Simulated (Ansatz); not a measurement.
Reaction (redistribution): `N[SiH2]N[SiH](N)Cl` + `[SiH3][S][GeH3]` → `N[SiH2][S][GeH3]` + `N[SiH](Cl)N[SiH3]`

Computed with Ansatz on PBE0-D4/def2-TZVP structures; ΔE is electronic, products minus reactants. CCSD(T)/CBS adds triple-zeta CCSD(T) − MP2 to the extrapolated MP2 energy (def2 sets, frozen cores). Functionals use def2-TZVPP. B3LYP here is the variant with VWN-RPA as its local correlation; programs differ in this. For Ge outer-core shells are correlated without core-valence functions, which leaves a few kJ/mol of doubt a bond. Scalar relativity is left out up to krypton. One conformer a species, not always the lowest.

`N[SiH2]N[SiH](N)Cl`:

```xyz
14

N    -1.120   -0.979    1.305
Si    0.524   -1.212    0.832
N     0.786   -0.567   -0.745
Si    0.477    1.026   -1.291
N    -0.395    1.791   -0.061
Cl   -0.483    0.849   -3.127
H    -1.850   -1.478    0.818
H    -1.324   -0.931    2.292
H     0.949   -2.636    0.725
H     1.312   -0.536    1.893
H     1.074   -1.234   -1.445
H     1.669    1.840   -1.611
H    -0.515    2.789   -0.028
H    -1.102    1.278    0.446
```

`[SiH3][S][GeH3]`:

```xyz
9

Si   -0.801   -1.384   -0.367
S     1.029   -0.461   -0.950
Ge    0.877    1.369    0.309
H    -0.824   -1.647    1.096
H    -0.884   -2.663   -1.112
H    -1.966   -0.525   -0.706
H     2.149    2.175    0.022
H     0.800    0.971    1.791
H    -0.378    2.165   -0.084
```

`N[SiH2][S][GeH3]`:

Cartesian coordinates in Å:
```
N 1.118 1.368 -1.867
Si 0.134 0.793 -0.595
S 0.137 -1.348 -0.435
Ge -0.760 -1.468 1.595
H 2.115 1.223 -1.844
H 0.772 1.346 -2.813
H 0.627 1.339 0.696
H -1.248 1.264 -0.859
H -1.929 -0.474 1.702
H -1.263 -2.907 1.761
H 0.297 -1.137 2.659
```

`N[SiH](Cl)N[SiH3]`:

```xyz
12

N    -0.698   -1.434    1.705
Si    0.114   -0.065    1.112
Cl   -0.927    1.724    1.212
N     0.424   -0.264   -0.553
Si    0.326    0.884   -1.850
H    -1.543   -1.763    1.266
H    -0.691   -1.632    2.693
H     1.293    0.124    1.985
H     0.766   -1.179   -0.815
H    -1.076    1.243   -2.187
H     1.066    2.132   -1.536
H     0.946    0.229   -3.032
```

```tsv
level	ΔE (kcal/mol)	difference from CCSD(T)/CBS
PBE-D4	3.2	0.6
r2SCAN-D4	3.0	0.4
PBE0-D4	3.1	0.5
B3LYP-D4	3.3	0.7
ωB97X-V	2.8	0.2
ωB97M-V	2.9	0.3
B2PLYP	2.7	0.1
PBE	2.8	0.2
r2SCAN	2.9	0.3
PBE0	2.8	0.2
B3LYP	2.7	0.1
HF/def2-TZVPP	2.1	-0.5
MP2/def2-TZVPP	2.7	0.1
SCS-MP2/def2-TZVPP	2.4	-0.2
CCSD/def2-TZVPP	2.8	0.2
CCSD(T)/def2-TZVPP	2.9	0.3
HF/def2-QZVPP	2.0	-0.6
MP2/def2-QZVPP	2.5	-0.1
SCS-MP2/def2-QZVPP	2.3	-0.3
HF/CBS(def2)	2.0	-0.6
MP2/CBS(def2)	2.4	-0.2
CCSD/CBS(def2)	2.5	-0.1
CCSD(T)/CBS	2.6	0
```

Largest T1 diagnostic among the species: 0.011.
